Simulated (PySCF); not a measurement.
Species: C₅H₅F₃Si.
Geometry (GFN2-xTB, Å), atoms numbered from 1 in this order:
```xyz
14
C5H5F3Si angstrom
C     -1.9701   -0.6353   -0.4406
C     -0.5623   -0.2664   -0.1358
C      0.4537   -1.1354   -0.0325
C      1.7535   -0.5470    0.2746
F      2.7974   -1.3804    0.3866
C      1.8479    0.7787    0.4283
Si     0.1307    1.4697    0.1745
F     -0.0715    2.5222   -1.0149
F     -0.5276    2.2712    1.3942
H     -2.0774   -1.7098   -0.5707
H     -2.6241   -0.3063    0.3660
H     -2.2984   -0.1306   -1.3485
H      0.3727   -2.2033   -0.1567
H      2.7747    1.2721    0.6534
```

PySCF, density fitting, gas phase, GFN2-xTB geometry. The standard run uses grid level 2 after a coarse-grid start, the def2-universal JK fitting basis (with tight functions added where the orbital basis needs them), an energy threshold of 1e-9 Eh and DIIS. The changed runs have no coarse-grid stage.

Task: Standard PBE0/pcSseg-1: E = -781.968237 Eh, HOMO -7.107 eV, LUMO -2.283 eV, dipole 2.093 D, 14 cycles (coarse-grid cycles included). What changes at PBE0/pcSseg-1 with: level shift 0.3 Eh?

Result: E = -781.968237 Eh (0.000 mEh), HOMO -7.107 eV (0.000), LUMO -2.283 eV (0.000), dipole 2.093 D (0.000), 16 SCF cycles. The result matches the standard run within 0.02 mEh and 0.003 eV; such settings steer the iterations and don't enter the energy expression.

The cycles:
```
cycle   1  E = -781.7995242574  dE =  1.368e+00  |g| = 9.237e-01  |ddm| = 3.530e+00
cycle   2  E = -781.8656074065  dE = -6.608e-02  |g| = 8.637e-01  |ddm| = 1.035e+00
cycle   3  E = -781.9618609811  dE = -9.625e-02  |g| = 1.763e-01  |ddm| = 3.222e-01
cycle   4  E = -781.9678768474  dE = -6.016e-03  |g| = 3.631e-02  |ddm| = 1.382e-01
cycle   5  E = -781.9681909599  dE = -3.141e-04  |g| = 1.177e-02  |ddm| = 4.983e-02
cycle   6  E = -781.9682281300  dE = -3.717e-05  |g| = 4.415e-03  |ddm| = 1.479e-02
cycle   7  E = -781.9682346724  dE = -6.542e-06  |g| = 1.455e-03  |ddm| = 6.086e-03
cycle   8  E = -781.9682361860  dE = -1.514e-06  |g| = 7.520e-04  |ddm| = 2.856e-03
cycle   9  E = -781.9682367130  dE = -5.269e-07  |g| = 4.114e-04  |ddm| = 1.553e-03
cycle  10  E = -781.9682369088  dE = -1.958e-07  |g| = 2.543e-04  |ddm| = 9.625e-04
cycle  11  E = -781.9682369928  dE = -8.395e-08  |g| = 1.381e-04  |ddm| = 5.605e-04
cycle  12  E = -781.9682370243  dE = -3.159e-08  |g| = 9.557e-05  |ddm| = 3.659e-04
cycle  13  E = -781.9682370371  dE = -1.271e-08  |g| = 6.121e-05  |ddm| = 2.091e-04
cycle  14  E = -781.9682370419  dE = -4.831e-09  |g| = 4.619e-05  |ddm| = 1.379e-04
cycle  15  E = -781.9682370438  dE = -1.936e-09  |g| = 3.396e-05  |ddm| = 8.144e-05
cycle  16  E = -781.9682370446  dE = -7.803e-10  |g| = 2.178e-05  |ddm| = 4.725e-05
```
